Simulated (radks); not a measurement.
Results of a calculation; reference values are marked as such.
Kr4+, configuration [Ar] 3d10 4s1 4p2 4f1 (not the ground configuration).

Level of theory: scalar-relativistic Kohn-Sham, LDA (Slater exchange, Perdew-Wang correlation), spin-polarised, spherical densities, point nucleus; open shells are filled with parallel spins first (a radial shooting solver on a logarithmic mesh with Libxc functionals).

Energy parts (eV):
total: -75653.343
kinetic: 77365.064
electron-nucleus: -180543.241
Hartree: 30002.226
exchange-correlation: -2477.391

Orbitals (lengths in bohr, moments of r in powers of bohr; r(90%) holds 90 % of the orbital's charge):
orbital	occ.	eigenvalue (eV)	r(90%)
1s up	1	-14203.71	0.0743
1s down	1	-14203.29	0.0743
2s up	1	-1928.264	0.284
2s down	1	-1927.994	0.284
2p up	3	-1714.379	0.261
2p down	3	-1714.040	0.261
3s up	1	-328.4292	0.789
3s down	1	-327.8697	0.788
3p up	3	-260.2446	0.823
3p down	3	-259.6101	0.821
3d up	5	-146.8881	0.902
3d down	5	-146.0949	0.893
4s up	1	-80.4827	2.02
4s down	0	-75.5016	2.03
4p up	2	-63.4518	2.26
4p down	0	-58.4165	2.29
4d up	0	-38.8956	2.94
4d down	0	-34.4402	3.10
5s up	0	-32.3268	4.17
5s down	0	-29.9012	4.34
5p up	0	-26.8982	4.67
5p down	0	-24.8559	4.89
4f up	1	-20.7211	4.43
4f down	0	-17.9873	5.02
5f up	0	-11.8872	8.15
5f down	0	-10.8731	8.90

The highest occupied level is 4f up at -20.721 eV. The configuration is held as typed, so some empty levels lie below it. The density falls to 0.001 e/bohr^3 at r = 3.96 bohr. Summed over all electrons, <r^2> = 24.26 bohr^2, which gives a Langevin (diamagnetic) susceptibility term of -19.2 x 10^-6 cm^3/mol. Spin moment in Bohr magnetons: 4.
